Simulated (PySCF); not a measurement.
All of these have the formula C6H7N3. Level of theory: TDDFT B3LYP/def2-SVPD, vertical, gas phase, core orbitals frozen in the response (PySCF). Geometries: GFN2-xTB; one conformer of each isolated species. Triplets are in the Tamm–Dancoff approximation.

A. `C=Cc1cc(C)nnn1`
B. `C1=CN=C(C2CC2)N=N1`
C. `[H]/N=C/Cc1ccnnc1`

Lowest singlet levels (six at most, fewer where fewer were computed) with oscillator strengths:

1. 368 nm (f 0.004); 333 nm (f 0.000); 250 nm (f 0.024); 246 nm (f 0.000); 226 nm (f 0.004); 217 nm (f 0.003); T1 2.66 eV
2. 400 nm (f 0.000); 372 nm (f 0.004); 313 nm (f 0.002); 299 nm (f 0.001); 253 nm (f 0.030); 237 nm (f 0.403); T1 2.47 eV
3. 428 nm (f 0.004); 331 nm (f 0.000); 254 nm (f 0.048); 231 nm (f 0.001); 227 nm (f 0.000); 209 nm (f 0.323); T1 2.23 eV

**Question.** Match each spectrum to its molecule.

**Answer.** 1 = C, 2 = A, 3 = B.
- A: S1 at 3.10 eV, HOMO→LUMO (99%); Löwdin shares by element: HOMO nitrogen 86%, carbon 5% or more; LUMO carbon 48% or more, nitrogen 14% or more (atoms not listed hold the other 38%); HOMO -6.50 and LUMO -2.26 eV; point group Cs, 1 of its 6 listed states under f = 0.0005.
- B: S1 at 2.89 eV, HOMO→LUMO (100%); Löwdin shares by element: HOMO nitrogen 78%, carbon 7% or more; LUMO nitrogen 63%, carbon 18% or more (atoms not listed hold the other 19%); HOMO -6.46 and LUMO -2.18 eV; point group Cs, 2 of its 6 listed states under f = 0.0005.
- C: S1 at 3.37 eV, HOMO→LUMO (96%); Löwdin shares by element: HOMO nitrogen 78% or more, carbon 15% or more; LUMO nitrogen 35% or more, carbon 34% or more (atoms not listed hold the other 31%); HOMO -6.37 and LUMO -1.75 eV.
